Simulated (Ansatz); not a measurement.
The first iterations of a band of GeH4 + H2O (8 atoms, charge 0, multiplicity 1).

Computed with RKS PBE/def2-SVP in Ansatz.

```json
{"movable images": "7", "climbing image": "yes", "spring": "5.0 eV/Å²", "optimiser": "quadratic models (default)", "start path": "through a guess of the saddle point", "force threshold": "0.05 eV/Å", "iteration limit": "60", "end points": "relaxed"}
```

Initial state:

```xyz
8
Properties=species:S:1:pos:R:3
Ge 0.371 0.036 -0.141
H 0.345 -0.104 1.403
H 1.855 -0.020 -0.596
H -0.249 1.380 -0.577
H -0.379 -1.154 -0.787
O -2.644 0.039 0.971
H -2.597 -0.919 0.793
H -2.168 0.113 1.820
```

Final state:

```xyz
8
Properties=species:S:1:pos:R:3
Ge -0.187 -0.054 -0.839
H -1.281 0.412 3.489
H 1.167 -0.570 -0.272
H -0.138 1.463 -1.123
H -0.556 -0.853 -2.123
O -1.502 -0.216 0.394
H -1.635 -1.150 0.639
H -1.334 0.339 2.723
```

| iteration | highest image above the first end (eV) | largest band force component (eV/Å) |
| --- | --- | --- |
| 1 | 3.633 | 6.656 |
| 2 | 2.591 | 2.082 |
| 3 | 2.027 | 3.473 |
| 4 | 1.731 | 0.819 |
| 5 | 1.909 | 1.243 |
| 6 | 1.886 | 0.689 |
| 7 | 1.808 | 0.957 |
| 8 | 1.697 | 0.728 |

Q: Does the band converge within its limit, and where does its top end?

A: It converged. It ended after 24 iterations with the highest image 1.712 eV above the first end. Neighbouring images differ by up to 1.2 eV, so the band resolves the path poorly. A vibrational analysis at the climbing image gives one clearly imaginary mode, 1226i cm⁻¹: a first-order saddle point. The orbitals stay closed-shell, which can raise the energy where a bond breaks towards radicals; this wasn't checked here.

Time of the run: 4.7 min on 1 thread of Arm Neoverse V1 (shared host), peak memory 0.15 GiB.
